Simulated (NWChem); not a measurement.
System: iminoborane (BNH2); SMILES N=B

Here is an NWChem input.

```
start job
memory heap 200 mb stack 900 mb global 1100 mb
geometry units angstroms
  B      0.000052     0.686737     0.000000
  N      0.000249    -0.545904     0.000000
  H     -0.000152     1.858300     0.000000
  H      0.003187    -1.537450     0.000000
end
basis spherical
  * library def2-svp
end
dft
  xc slater vwn_5
  iterations 150
end
driver
  maxiter 120
end
task dft optimize
task dft freq
```

The level has its own optimisation; frequencies are unscaled.

Question: Give the results of this calculation. (LDA (Slater exchange, VWN5)/def2-SVP.) Quantities: r B–N (Å); r B–H (Å); r H–N (Å); highest harmonic frequency (cm⁻¹); lowest (cm⁻¹); zero-point energy (kcal/mol); dipole (D).

Answer: 
| Quantity | Result |
|---|---|
| r B–N (Å) | 1.244 |
| r B–H (Å) | 1.194 |
| r H–N (Å) | 1.008 |
| highest harmonic frequency (cm⁻¹) | 3778 |
| lowest (cm⁻¹) | 556 |
| zero-point energy (kcal/mol) | 15.6 |
| dipole (D) | 0.52 |
